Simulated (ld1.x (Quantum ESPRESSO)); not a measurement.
## zirconium, TM: configuration errors across variants

* Element: Zr
* Generator: ld1.x (Quantum ESPRESSO) 7.5
* Type: norm-conserving Troullier–Martins (Kleinman–Bylander form)
* Functional: PBE
* Relativity: scalar-relativistic
* Frozen core: [Ar] 3d10
* Valence charge: 12
* Reference configuration: 4s2 4p6 4d2 5s0 5p0 (charge +2)
* Partial waves: 4s (bound): rc 1.55 bohr; 4p (bound): rc 1.75 bohr; 4d (bound): rc 1.55 bohr
* Local potential: all-electron potential smoothed inside 1.30 bohr (lloc = -1)
* Core correction: Bessel-smoothed model core inside 1.45 bohr

All-electron excitation energies from the reference (eV): (1) 4s2 4p6 4d2 5s2 5p0 -20.077; (2) 4s2 4p6 4d2 5s1 5p0 -12.940; (3) 4s2 4p6 4d1 5s0 5p0 22.627; (4) 4s2 4p6 4d3 5s0 5p0 -12.557; (5) 4s2 4p6 4d0 5s0 5p0 56.845; (6) 4s2 4p5 4d2 5s2 5p0 17.917; (7) 4s2 4p6 4d2 5s0 5p1 -9.225.

Tests that are not counted but printed errors over 1 eV. “all radii but the core radius scaled by about 0.85 (s 1.32, p 1.50, d 1.32 bohr); local potential all-electron potential smoothed inside 1.10 bohr (lloc = -1)”: 4s2 4p6 4d2 5s2 5p0 (solver errors, printed error -914 eV); 4s2 4p5 4d2 5s2 5p0 (solver errors, printed error -63.4 eV); 1 more. “local potential all-electron potential smoothed inside 1.02 bohr (lloc = -1)”: 4s2 4p6 4d2 5s2 5p0 (solver errors, printed error -1148 eV); 4s2 4p6 4d2 5s1 5p0 (solver errors, printed error -1144 eV); 5 more. “wave 4s (bound): rc 1.55 bohr becomes 4s (bound): rc 1.92 bohr”: 4s2 4p5 4d2 5s2 5p0 (solver errors, printed error -63.4 eV).

4 further variants failed, have other tests or another functional or relativity, and are left out.

A true bound ghost makes a file unfit for plane-wave use even where its test errors are small: the radial tests pick states by their node count and pass the ghost by. Where a test does run into it, the solver fails or the error is huge.

Errors AE − PS in meV (a dash: test not solved or not reliable):

```tsv
change	(1)	(2)	(3)	(4)	(5)	(6)	(7)	bound ghosts
base	+1066	+742	+3.3	0.0	+19	+2301	+52	none
all radii but the core radius scaled by about 0.85 (s 1.32, p 1.50, d 1.32 bohr); local potential all-electron potential smoothed inside 1.10 bohr (lloc = -1)	–	–	+4.0	+0.2	+19	–	+45	s
wave 4d (bound): rc 1.55 bohr becomes 4d (bound): rc 1.70 bohr	+1066	+742	+3.1	0.0	+19	+2301	+52	none
local potential the s channel	+424	+279	+11	+6.6	+32	+796	+127	none
wave 4p (bound): rc 1.75 bohr becomes 4p (bound): rc 1.98 bohr	+1068	+743	+4.3	+0.2	+26	+2305	+70	none
core correction Bessel-smoothed model core inside 1.00 bohr	+1037	+727	+3.9	0.0	+23	+2199	+52	none
local potential all-electron potential smoothed inside 1.02 bohr (lloc = -1)	–	–	–	–	–	–	–	s
wave 4s (bound): rc 1.55 bohr becomes 4s (bound): rc 1.92 bohr	+3480	+2602	+3.7	0.0	+23	–	+52	none
```

Give the same row for: wave 4s (bound): rc 1.55 bohr becomes 4s (bound): rc 1.84 bohr.

+2741, +2017, +3.5, -0.1, +21, +5511, +52; bound ghosts: none.
